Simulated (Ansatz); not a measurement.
Geometry optimisation, DFT PBEsol, scalar-relativistic, plane waves, PAW in Ansatz.

input.yaml

```yaml
crystal:
  lattice:
    - [7.67918, 0.0, 0.0]
    - [0.0, 7.67918, 0.0]
    - [0.0, 0.0, 18.554362]
  atoms:
    - { symbol: H, position: [0.40939201, 0.0, 0.05389568] }
    - { symbol: H, position: [0.09060797, 0.0, 0.05389568] }
    - { symbol: H, position: [0.90939198, 0.0, 0.05389568] }
    - { symbol: H, position: [0.59060795, 0.0, 0.05389568] }
    - { symbol: H, position: [0.40939201, 0.49999998, 0.05389568] }
    - { symbol: H, position: [0.09060797, 0.49999998, 0.05389568] }
    - { symbol: H, position: [0.90939198, 0.49999998, 0.05389568] }
    - { symbol: H, position: [0.59060795, 0.49999998, 0.05389568] }
    - { symbol: Si, position: [0.24999999, 0.0, 0.1005424] }
    - { symbol: Si, position: [0.74999997, 0.0, 0.1005424] }
    - { symbol: Si, position: [0.24999999, 0.49999998, 0.1005424] }
    - { symbol: Si, position: [0.74999997, 0.49999998, 0.1005424] }
    - { symbol: Si, position: [0.24999999, 0.24999999, 0.17370578] }
    - { symbol: Si, position: [0.74999997, 0.24999999, 0.17370578] }
    - { symbol: Si, position: [0.24999999, 0.74999997, 0.17370578] }
    - { symbol: Si, position: [0.74999997, 0.74999997, 0.17370578] }
    - { symbol: Si, position: [0.0, 0.24999999, 0.24686917] }
    - { symbol: Si, position: [0.49999998, 0.24999999, 0.24686917] }
    - { symbol: Si, position: [0.0, 0.74999997, 0.24686917] }
    - { symbol: Si, position: [0.49999998, 0.74999997, 0.24686917] }
    - { symbol: Si, position: [0.0, 0.0, 0.32003256] }
    - { symbol: Si, position: [0.49999998, 0.0, 0.32003256] }
    - { symbol: Si, position: [0.0, 0.49999998, 0.32003256] }
    - { symbol: Si, position: [0.49999998, 0.49999998, 0.32003256] }
    - { symbol: Si, position: [0.24999999, 0.09690689, 0.38780638] }
    - { symbol: Si, position: [0.74999997, 0.09690689, 0.38780638] }
    - { symbol: Si, position: [0.24999999, 0.40309309, 0.38780638] }
    - { symbol: Si, position: [0.74999997, 0.40309309, 0.38780638] }
    - { symbol: H, position: [0.74999997, 0.03101975, 0.46104316] }
    - { symbol: H, position: [0.24999999, 0.46898023, 0.46104316] }
    - { symbol: H, position: [0.74999997, 0.46898023, 0.46104316] }
    - { symbol: Cl, position: [0.24999999, 0.9689802, 0.49284162], spin: 1.0 }
    - { symbol: Cl, position: [0.49999998, 1.24999994, 0.4443355] }
magnetization:
  spin_polarized: true
basis:
  ecutwfc: 420.0
kpoints:
  mp_grid: { grid: [2, 2, 1] }
hamiltonian:
  xc: pbesol
  pseudopotentials: { kind: paw, azcp: { folder: soft_1 } }
scf:
  occupations: { method: gaussian, width: 0.05 }
  lower_state_search: "off"
relax:
  f_tol: 0.03
  max_steps: 60
  adjacent_minimum: "off"
  constraints: [{ sites: [0, 1, 2, 3, 4, 5, 6, 7, 8, 9, 10, 11] }]
```

Launched with:

```bash
$ ansatz run input.yaml --threads 4 --pin off --max-ram 10240MiB --backend cpu --events-out ev --progress --plain --runs-dir out
```

Task: Where does it end, and by what steps?

Result: The run converged. Limits of this set-up: coarse k mesh, thin slab, slab without dipole correction, no dispersion correction for a molecule that may bind weakly, PAW files made for another functional, a typed lattice constant that wasn't relaxed here. After 20 steps the energy has fallen by 1.397 eV; Cl33 moved furthest, 1.32 Å. Parted: Si23–Si27 (2.41 → 3.04 Å).

```
step  energy less start (eV)  largest force component (eV/Å)  accepted
   0                  0.0000                           1.516       yes
   1                 -0.6137                           1.041       yes
   2                 -0.8540                           0.430       yes
   3                 -0.9784                           0.359       yes
   4                 -1.0397                           0.382       yes
   5                 -1.1000                           0.310       yes
   6                 -1.1497                           0.245       yes
   7                 -1.1743                           0.242       yes
   8                 -1.1807                           0.087       yes
   9                 -1.1839                           0.047       yes
  10                 -1.1849                           0.065       yes
  11                 -1.2123                           0.279       yes
  12                 -1.2266                           0.392       yes
  13                 -1.2716                           0.649       yes
  14                 -1.3659                           0.271       yes
  15                 -1.3877                           0.104       yes
  16                 -1.3931                           0.064       yes
  17                 -1.3916                           0.109        no
  18                 -1.3955                           0.059       yes
  19                 -1.3888                           0.113        no
  20                 -1.3973                           0.012       yes
```

```xyz
33
Lattice="7.6792 0.0000 0.0000 0.0000 7.6792 0.0000 0.0000 0.0000 18.5544" Properties=species:S:1:pos:R:3
H 3.144 0.000 1.000
H 0.696 0.000 1.000
H 6.983 0.000 1.000
H 4.535 0.000 1.000
H 3.144 3.840 1.000
H 0.696 3.840 1.000
H 6.983 3.840 1.000
H 4.535 3.840 1.000
Si 1.920 0.000 1.865
Si 5.759 0.000 1.865
Si 1.920 3.840 1.865
Si 5.759 3.840 1.865
Si 1.940 1.917 3.136
Si 5.737 1.924 3.158
Si 1.932 5.766 3.260
Si 5.743 5.750 3.267
Si 0.019 1.929 4.415
Si 3.823 1.926 4.500
Si 0.007 5.774 4.642
Si 3.833 5.753 4.706
Si -0.006 0.114 5.888
Si 3.871 0.093 5.956
Si 0.041 3.754 5.824
Si 3.799 3.738 5.993
Si 1.909 0.596 7.155
Si 5.798 0.750 7.158
Si 2.284 2.901 7.698
Si 5.868 3.149 7.119
H 5.832 0.200 8.554
H 1.257 3.725 8.405
H 5.938 3.755 8.488
Cl 1.797 7.161 8.911
Cl 3.559 10.228 9.366
```

Whether the end is a true minimum wasn't checked by a vibrational analysis.

Run time: 4.1 min on 4 threads of Intel(R) Xeon(R) Platinum 8259CL CPU @ 2.50GHz (Skylake/Cascade Lake), on a shared host, peak memory 2.4 GiB.
